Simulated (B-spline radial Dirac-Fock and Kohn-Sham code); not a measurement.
**Dipole and non-dipole photoemission parameters of As 3p1/2**

System: the As atom, configuration 1s2 2s2 2p6 3s2 3p6 3d10 4s2 4p3; threshold 146.2 eV (tabulated edge). Level of theory: Dirac-Hartree-Slater photoionisation with a Latter tail; cross sections with all multipoles, angular parameters from the dipole term and its interference with E2; an atomic code on a B-spline grid.

For linearly polarised light dσ/dΩ = σ/(4π) [1 + β P₂(cos θ) + (δ + γ cos²θ) sin θ cos φ], with θ from the polarisation vector and φ the angle between the beam and the projection of the electron momentum on the plane normal to the polarisation.

```
hν (eV)  σ (kb)       β       γ      δ
    185     175  -0.304  -0.127  0.088
    238     218   0.724   0.162  0.049
    275     220   1.027   0.203  0.028
    300     215   1.158   0.194  0.019
    314     210   1.216   0.182  0.015
    411     170   1.440   0.080  0.003
    597     106   1.577  -0.017  0.000
    600     105   1.578  -0.018  0.000
    697    83.1   1.601  -0.023  0.001
    910    52.0   1.614   0.015  0.003
 1253.6       ?       ?       ?      ?
   1850    11.4   1.529   0.331  0.014
   2650    4.69   1.438   0.566  0.026
   2840    3.92   1.418   0.614  0.029
   3480    2.28   1.352   0.758  0.041
   4000    1.55   1.304   0.859  0.050
   4940   0.854   1.225   1.011  0.068
 5414.7   0.654   1.189   1.077  0.077
   5870   0.516   1.156   1.135  0.086
  12000  0.0562   0.850   1.613  0.198
```

Q: Give the values at Mg Kα (1253.6 eV).

A: σ = 27.5 kb, β = 1.594, γ = 0.125, δ = 0.006.

Values without a named source are computed, but for edge energies of neutral atoms, which are taken from tables.
